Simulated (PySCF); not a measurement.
A species of formula C5H6F3OP has this rotational fingerprint, computed with PBE0/pcSseg-1 in PySCF (dipole) on a GFN2-xTB geometry, gas phase:

| Item | Value |
| --- | --- |
| Rotational constants | A = 2125, B = 592.9, C = 549.2 MHz |
| Dipole components | \|μa\| = 3.51 D, \|μb\| = 2.27 D, \|μc\| = 0.14 D |
| Inertial defect | -169.99 u·Å² |
| κ | -0.94 |

Task: Which candidate fits, each taken in the one conformer that was computed?
A. `[O:1]=[P@H:2]1[CH:3]=[C:4]([C:5]([F:6])([F:7])[F:8])[CH2:9][CH2:10]1` with O1–P2–C3–C4 136°, C3–C4–C9–C10 -17°, C4–C9–C10–P2 23°, O1–P2–C10–C9 -144°
B. `[CH3:1][C:2](=[O:3])[CH2:4]/[P:5]=[CH:6]/[C:7]([F:8])([F:9])[F:10]` with C1–C2–C4–P5 -85°, C2–C4–P5–C6 -58°
C. `[CH2:1]=[CH:2][C@@H:3]1[CH2:4][P@:5]1(=[O:6])[C:7]([F:8])([F:9])[F:10]` with C1–C2–C3–C4 -150°
D. `[CH2:1]=[CH:2][P@:3]([CH3:4])(=[O:5])[C:6]([F:7])=[C:8]([F:9])[F:10]` with C1–C2–P3–C4 132°, C2–P3–C6–F7 -119°

Result: B. It is CC(=O)C/P=C/C(F)(F)F, a near-prolate asymmetric top, point group C1. The candidates at the same level (rigid rotor, commonest isotopes):

```
                      SMILES  A (MHz)  B (MHz)  C (MHz)  μa (D)  μb (D)  μc (D)  Δ (u·Å²)  point group                        rotor
    O=[P@H]1C=C(C(F)(F)F)CC1     2553    642.6    581.4    0.92    2.49    1.80   -115.19           C1  near-prolate asymmetric top
    C=C[P@](C)(=O)C(F)=C(F)F     1508    964.1    714.0    1.24    0.29    3.43   -151.36           C1               asymmetric top
C=C[C@@H]1C[P@]1(=O)C(F)(F)F     1612    910.4    742.4    3.05    1.30    1.97   -187.89           C1               asymmetric top
        CC(=O)C/P=C/C(F)(F)F     2125    592.9    549.2    3.51    2.27    0.14   -169.99           C1  near-prolate asymmetric top
```

`C=C[C@@H]1C[P@]1(=O)C(F)(F)F` has B 54 % too high; `C=C[P@](C)(=O)C(F)=C(F)F` has B 63 % too high; `O=[P@H]1C=C(C(F)(F)F)CC1` has A 20 % too high. No structure here is proved a minimum.
